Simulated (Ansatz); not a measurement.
Geometry optimisation, Ansatz, RKS B3LYP-D4/def2-SVP.

The input (input.yaml):

```yaml
crystal:
  periodic: [false, false, false]
  atoms:
    - { symbol: Si, position_ang: [-1.0546, 0.4122, -0.8634] }
    - { symbol: "N", position_ang: [0.6049, -0.0622, -0.7908] }
    - { symbol: Ge, position_ang: [0.8871, -0.6409, 0.9405] }
    - { symbol: H, position_ang: [0.34, -0.8453, -1.42182] }
    - { symbol: H, position_ang: [-1.3888, 0.9594, -2.2417] }
    - { symbol: H, position_ang: [-1.3514, 1.5398, 0.1055] }
    - { symbol: H, position_ang: [1.2164, 0.7995, -0.9254] }
    - { symbol: H, position_ang: [0.0473, -1.8399, 1.2612] }
    - { symbol: H, position_ang: [0.6224, 0.523, 1.9936] }
    - { symbol: H, position_ang: [2.4064, -1.0638, 1.1201] }
basis:
  gaussian: { orbitals: def2-SVP }
hamiltonian:
  xc: b3lyp
  dispersion: d4
relax:
  f_tol: 0.02
  max_steps: 50
output:
  orbitals: {}
```

Run as:

```bash
$ ansatz run input.yaml --threads 2 --pin off --max-ram 3072MiB --backend cpu --events-out ev --progress --plain --runs-dir out
```

Where does it end, and by what steps?

The run converged. After 7 steps the energy has fallen by 2.099 eV; H6 moved furthest, 0.54 Å.

```tsv
step	energy less start (eV)	largest force component (eV/Å)	accepted
0	0.0000	6.993	yes
1	-1.3429	3.688	yes
2	-1.9599	1.405	yes
3	-2.0560	0.575	yes
4	-2.0818	0.236	yes
5	-2.0948	0.182	yes
6	-2.0984	0.032	yes
7	-2.0987	0.008	yes
```

```xyz
10
Properties=species:S:1:pos:R:3
Si -1.510 0.520 -0.729
N 0.472 -0.090 -0.695
Ge 0.943 -0.716 1.055
H 0.572 -0.846 -1.378
H -1.335 0.938 -2.196
H -1.057 1.882 -0.183
H 1.083 0.666 -1.013
H 0.251 -2.074 1.195
H 0.431 0.349 2.027
H 2.480 -0.847 1.096
```

Whether the end is a true minimum wasn't checked by a vibrational analysis.

Time of the run: 15 s on 2 threads of Intel(R) Xeon(R) Platinum 8559C (Emerald Rapids), on a shared host, peak memory 0.23 GiB.
